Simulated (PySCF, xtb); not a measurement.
Se(I)(OMe) (CH3IOSe), SMILES I[Se]OC. The values are those of a single conformer.

Harmonic wavenumbers (cm⁻¹) from xtb 6.7.1 with GFN2-xTB at its own minimum, in rising order: 78, 136, 215, 266, 289, 525, 1012, 1128, 1133, 1408, 1464, 1472, 2933, 2955, 3006.

Task: What does PBE-D3(BJ)/def2-SVP (PySCF 2.14.0) give at its own minimum? (The exact figures need the calculation; the answer reports its results.)

Result: 82, 135, 204, 243, 317, 586, 1011, 1117, 1133, 1387, 1393, 1419, 2934, 3022, 3063. Paired by order, the mean absolute difference is 27 cm⁻¹ and the zero-point energies are 25.8 and 25.8 kcal/mol.
